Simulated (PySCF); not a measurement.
**[La(H2O)3]3+: from a saddle point downhill**

PySCF 2.14.0, RKS B3LYP, La def2-SVP with ECP46, O def2-SVP, H def2-SVP; non-relativistic Hamiltonian with scalar-relativistic core potentials where named; density fitting; no spin-orbit coupling. Relaxed within the symmetry of its start, the geometry (D3h) is

```xyz
10

La    0.0000    0.0000    0.0000
O     2.4353    0.0000    0.0000
H     3.0521    0.0000    0.7719
H     3.0521    0.0000   -0.7719
O    -1.2176    2.1090    0.0000
H    -1.5261    2.6432    0.7719
H    -1.5261    2.6432   -0.7719
O    -1.2176   -2.1090    0.0000
H    -1.5261   -2.6432    0.7719
H    -1.5261   -2.6432   -0.7719
```

and its lowest harmonic modes are -186, -178, -178, -49, 58, 58 cm⁻¹ (negative: unstable). It was moved along the lowest mode and relaxed again, within the group D3 that the move left.

(1) Where does it end, and how much lower?

(2) How do the contacts change?

(3) Is the end a minimum?

State: singlet.

Results:

(1) In D3, nearly planar, 0.129 eV lower, after 30 steps:
```xyz
10

La    0.0000    0.0000    0.0000
O     2.4198    0.0000    0.0000
H     3.0362    0.7694    0.0714
H     3.0362   -0.7694   -0.0714
O    -1.2099    2.0956    0.0000
H    -2.1844    2.2447    0.0714
H    -0.8518    3.0141   -0.0714
O    -1.2099   -2.0956    0.0000
H    -0.8518   -3.0141    0.0714
H    -2.1844   -2.2447   -0.0714
```

(2) 
```json
{"contact": "La1–O2 (H2O)", "saddle (Å)": "2.435", "end (Å)": "2.420"}
{"contact": "La1–O5 (H2O)", "saddle (Å)": "2.435", "end (Å)": "2.420"}
{"contact": "La1–O8 (H2O)", "saddle (Å)": "2.435", "end (Å)": "2.420"}
```


(3) Yes, as far as the noise of the softest modes lets one tell (those above −25 cm⁻¹ count as noise); lowest modes -20, 70, 76, 76, 96, 96 cm⁻¹.
